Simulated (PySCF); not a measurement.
**Basis-set dependence of excited states**

C2H6OSSi.
Atom-mapped SMILES: `[O:1]=[S:2]1[CH2:3][SiH2:4][CH2:5]1` (hydrogens: H6, H7 on C3; H8, H9 on Si4; H10, H11 on C5)

TDDFT with PBE0 (PySCF), vertical singlets, core orbitals frozen in the response, spherical d and f functions. One conformer (not necessarily the lowest) at the PBE0-D3(BJ)/def2-SVP geometry, without solvent, vibrations or thermal averaging.

```csv
basis,functions,diffuse,S1 (eV),S2 (eV),S3 (eV),S4 (eV),S5 (eV),LUMO (eV),α (au)
6-31G*,90,no,4.66,5.60,6.14,6.51,6.56,-0.28,60.6
def2-SVP,108,no,4.75,5.66,6.13,6.44,6.67,-0.26,62.6
6-31+G*,110,yes,4.55,5.32,5.72,5.92,6.12,-0.77,68.5
def2-SVPD,162,yes,4.68,5.39,5.90,6.05,6.37,-0.66,73.3
aug-cc-pVDZ,177,yes,4.54,5.28,5.57,5.85,5.98,-0.77,74.6
def2-TZVP,203,no,4.62,5.36,6.03,6.15,6.43,-0.63,69.9
def2-TZVPD,257,yes,4.57,5.23,5.73,5.94,6.16,-0.78,74.4
```

How much do these states and the polarisability depend on the basis?

States are compared by their number. Against the largest diffuse basis here (def2-TZVPD, itself not a converged limit), sets without diffuse functions differ by up to 0.18 eV in S1 and 0.51 eV in S5; the smaller diffuse sets differ by up to 0.10 and 0.21 eV. State by state, the largest deviation of a set without diffuse functions is S1 0.18, S2 0.43, S3 0.41, S4 0.56, S5 0.51 eV. The same number needn't mean the same state in each row. Against def2-TZVPD the polarisability deviates by -19% in 6-31G*, -16% in def2-SVP, -8% in 6-31+G*, -2% in def2-SVPD, 0% in aug-cc-pVDZ, -6% in def2-TZVP. A single + in a Pople set puts diffuse functions on heavy atoms only.
